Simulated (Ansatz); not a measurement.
`[CH3][Al]([OH])[CH2]F` + H₂S → `FCS` + `[CH3][AlH][OH]`  (substitution at a C–Al bond)

Program: Ansatz. Geometries: PBE0-D4/def2-TZVP. ΔE: electronic, gas phase. CCSD(T)/CBS is the MP2 limit (def2-TZVPP, def2-QZVPP) plus CCSD(T) − MP2 in def2-TZVPP, frozen cores. This one scheme is used for every species. Each species was taken in one conformer, which may not be the lowest.

| species | CCSD(T)/CBS(def2) energy (Eh) |
| --- | --- |
| `[CH3][Al]([OH])[CH2]F` | -496.75369 |
| H₂S | -398.97279 |
| `FCS` | -537.40796 |
| `[CH3][AlH][OH]` | -358.31021 |

(1) Work out ΔE.

Largest T1 diagnostic among the species: 0.012.

## Answers

(1) ΔE = (-537.40796) + (-358.31021) − (-496.75369) − (-398.97279) = 0.00831 Eh = +21.8 kJ/mol.
